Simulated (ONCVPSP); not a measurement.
**Potentials for Si compared**

Generated with ld1.x 7.5 (TM, RRKJ, ultrasoft, PAW), atompaw 4.2 or ONCVPSP 4.0.1. The cutoff is in Ry: for ld1.x and atompaw files where the sum of valence levels is converged to 10 mRy in a Bessel basis, for ONCV files where the hardest occupied wave has 1 mHa per electron of residual kinetic energy. The error is the largest all-electron minus pseudo excitation energy over each file’s own four to seven test configurations (ionisations up to +4, promotions, holes and added fractions of an electron), all of which were solved. The labels leave out finer settings (local radius, basis sizes, second energies), which also bear on the numbers. Spin-polarised tests are not counted. The rows are a selection from randomly drawn settings: files with unsolved tests, undetermined cutoffs or missed reference levels are left out.

```csv
potential,cutoff (Ry),largest error (meV),bound ghosts
"ONCV, revPBE, scalar-relativistic, rc 2.00/2.30 (sp), local smoothed, core correction no, reference 3s2 3p2, qcut 3.9/3.6, projectors 2/1",13,-47,none
"ONCV, PBEsol, scalar-relativistic, rc 1.10/1.05 (sp), local smoothed, core correction yes, reference 2s2 2p6 3s2 3p1.5, qcut 9.4/13, projectors 2/2",155,+1.8,none
```

Fill in the row for Si: ONCV, BLYP, scalar-relativistic, rc 1.15/1.00 (sp), local smoothed, core correction no, reference 2s2 2p6 3s2 3p1.5, qcut 8.7/13.4, projectors 2/2.

cutoff 146 Ry, largest error +2.1 meV, bound ghosts: none.

Fill in the row for Si: ONCV, PBE, scalar-relativistic, rc 1.50/1.85 (sp), local smoothed, core correction yes, reference 3s2 3p1, qcut 4.6/4.7, projectors 2/1.

cutoff 16 Ry, largest error +82 meV, bound ghosts: none.

Fill in the row for Si: ONCV, PBEsol, scalar-relativistic, rc 0.95/1.05/1.05 (spd), local smoothed, core correction yes, reference 2s2 2p6 3s2 3p2, qcut 14.2/10.1/7.7, projectors 2/2/2.

cutoff 240 Ry, largest error +3.2 meV, bound ghosts: none.
